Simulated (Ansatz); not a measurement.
A nudged elastic band was laid between two geometries of C₂H₅FSi (9 atoms, charge 0, multiplicity 1).

All numbers below come from RKS PBE0-D4/def2-SVP (Ansatz 0.2.0).

```
movable images  : 5
climbing image  : from the first iteration
spring          : 5.0 eV/Å²
optimiser       : lbfgs
start path      : IDPP
force threshold : 0.05 eV/Å
iteration limit : 60
end points      : relaxed
```

First end point:

```xyz
9
Properties=species:S:1:pos:R:3
C -0.384 0.801 -0.299
C 0.089 -0.248 0.700
Si 1.184 -1.678 0.090
F 0.891 -1.566 -1.526
H -0.877 0.333 -1.163
H -1.093 1.513 0.152
H 0.461 1.386 -0.694
H -0.775 -0.790 1.147
H 0.592 0.203 1.577
```

Last end point:

```xyz
9
Properties=species:S:1:pos:R:3
C -0.478 1.023 -0.304
C 0.034 -0.270 0.321
Si 1.137 -1.350 -0.792
F 1.416 -2.562 0.284
H -1.082 0.828 -1.205
H -1.109 1.599 0.391
H 0.350 1.682 -0.612
H -0.798 -0.920 0.658
H 0.618 -0.076 1.243
```

Question: Which bonds break or form, and what moves?

Answer: No bond is made or broken. The dihedral C1–C2–Si3–F4 goes from -17 to 180°.

Question: What energy profile does the band end with?

Answer: The forces met the threshold. The highest image is number 3 of 0 to 6, 0.065 eV above the first end and 0.049 eV above the last; the last end lies 0.016 eV above the first. Another band between the same ends (5 images) ends at a top of the same energy, where a vibrational analysis finds 1 clearly imaginary mode.

```json
{"image": "0", "path coordinate (Å)": "0.00", "energy (eV)": "0.000", "dihedral C1–C2–Si3–F4 (°)": "-17"}
{"image": "1", "path coordinate (Å)": "0.59", "energy (eV)": "0.017", "dihedral C1–C2–Si3–F4 (°)": "-46"}
{"image": "2", "path coordinate (Å)": "1.19", "energy (eV)": "0.052", "dihedral C1–C2–Si3–F4 (°)": "-81"}
{"image": "3", "path coordinate (Å)": "1.78", "energy (eV)": "0.065", "dihedral C1–C2–Si3–F4 (°)": "-110"}
{"image": "4", "path coordinate (Å)": "2.28", "energy (eV)": "0.054", "dihedral C1–C2–Si3–F4 (°)": "-133"}
{"image": "5", "path coordinate (Å)": "2.78", "energy (eV)": "0.028", "dihedral C1–C2–Si3–F4 (°)": "-156"}
{"image": "6", "path coordinate (Å)": "3.28", "energy (eV)": "0.016", "dihedral C1–C2–Si3–F4 (°)": "180"}
```

Question: What is the geometry of the highest image?

Answer: 
```xyz
9
Properties=species:S:1:pos:R:3
C -0.258 1.014 -0.200
C 0.006 -0.312 0.525
Si 1.391 -1.294 -0.345
F 0.509 -2.532 -0.971
H -0.663 0.853 -1.212
H -0.988 1.635 0.343
H 0.659 1.617 -0.309
H -0.912 -0.920 0.594
H 0.345 -0.106 1.558
```

The band took 31 iterations and of the order of 4 core-minutes.

The run took 4.1 min on 1 CPU thread of a shared host.
